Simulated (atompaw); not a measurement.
Reading a pseudo-wave (phosphorus (P))

Columns: radius, all-electron u(r) and pseudo u(r) of the 3p shell (level -14.18 eV) of phosphorus in the configuration [Ne] 3s2 3p2; PBEsol, scalar-relativistic, PAW (atompaw) scheme, atompaw 4.2.0.5.

| r (bohr) | all-electron | pseudo |
| --- | --- | --- |
| 0.075 | -0.0976 | 0.0039 |
| 0.150 | -0.2308 | 0.0155 |
| 0.225 | -0.3106 | 0.0344 |
| 0.300 | -0.3283 | 0.0604 |
| 0.375 | -0.2966 | 0.0926 |
| 0.450 | -0.2312 | 0.1305 |
| 0.525 | -0.1456 | 0.1730 |
| 0.600 | -0.0499 | 0.2192 |
| 0.675 | 0.0487 | 0.2680 |
| 0.750 | 0.1452 | 0.3185 |
| 0.825 | 0.2366 | 0.3693 |
| 0.900 | 0.3208 | 0.4196 |
| 0.975 | 0.3969 | 0.4683 |
| 1.050 | 0.4646 | 0.5144 |
| 1.125 | 0.5237 | 0.5572 |
| 1.200 | 0.5745 | 0.5959 |
| 1.275 | 0.6171 | 0.6300 |
| 1.350 | 0.6518 | 0.6591 |
| 1.425 | 0.6793 | 0.6831 |
| 1.500 | 0.7000 | 0.7018 |
| 1.575 | 0.7146 | 0.7153 |
| 1.650 | 0.7236 | 0.7238 |
| 1.725 | 0.7276 | 0.7277 |
| 1.800 | 0.7273 | 0.7273 |
| 1.875 | 0.7231 | 0.7231 |
| 1.950 | 0.7155 | 0.7155 |

**Question.** How many radial nodes do the two functions have?

**Answer.** The all-electron 3p function has n − l − 1 = 1; the pseudo-wave has 0, since the states of the same l below it are removed with the core.

**Question.** Is the pseudo-wave norm-conserving?

**Answer.** No, it belongs to a PAW set: the norm inside the radius is not constrained, and the difference is carried by the augmentation charge.
